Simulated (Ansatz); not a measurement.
```yaml
crystal:
  periodic: [false, false, false]
  atoms:
    - {symbol: Pd, position_ang: [-0.200004, 1.253824, 0.802497]}
    - {symbol: Pd, position_ang: [1.139962, -0.703607, 0.016337]}
    - {symbol: Te, position_ang: [-0.518245, -1.141957, 1.844227]}
    - {symbol: Te, position_ang: [0.736274, 0.950880, -1.918965]}
    - {symbol: Te, position_ang: [-1.334920, -0.514228, -0.669511]}
basis:
  gaussian: {orbitals: def2-SVP, nuclear_model: gaussian}
hamiltonian: {xc: {name: SPW92}}
scf: {omitted_lower_state_checks: [starts]}
```

```sh
$ ansatz run in.yaml --threads 4 --pin off --events-out ev --progress --plain --max-ram 4787MiB
```

Output, abridged:

```
Functional definition: SPW92
  name "SPW92"
  cite "Dirac, Proc. Camb. Phil. Soc. 26, 376 (1930) doi:10.1017/S0305004100016108"
  cite "Slater, Phys. Rev. 81, 385 (1951) doi:10.1103/PhysRev.81.385"
  cite "Perdew & Wang, Phys. Rev. B 45, 13244 (1992) doi:10.1103/PhysRevB.45.13244"
  exchange = slater_x
  correlation = pw_c
these checks for a lower state are left out or cut short: starts
1528 factors; their error is unknown
mean field evaluation 1: about -28785.2645 eV, gradient 7.8e1 eV
mean field evaluation 2: about -27785.1620 eV, gradient 5.0e2 eV
mean field evaluation 4: about -28794.7278 eV, gradient 5.2e1 eV
mean field evaluation 8: about -28801.0997 eV, gradient 6.4e0 eV
mean field evaluation 16: about -28801.2488 eV, gradient 2.8e-2 eV
mean field -28801.24876563 eV, -1058.4263699495 hartree, gradient 1.4e-5 eV, S^2 0.000000; 0 other end points of the search recorded, 0 dependent functions left out
reference -28801.24880622 eV, -1058.4263714411 hartree; 54, 54 occupied and 86, 86 virtual orbitals, 1528 factors
Total energy: -28801.24880622 eV, -1058.4263714411 hartree
Checks for a lower state left out: starts
```

Hardware: 4 threads of Arm Neoverse V2 on a shared host. Wall time 1.4 s.

In the def2 sets Pd, Te take a core potential; there is no spin–orbit coupling. The restricted singlet is unstable towards broken spin symmetry in Hartree–Fock (as tested in another run); at RKS LDA (SPW92)/def2-SVP this wasn't settled.
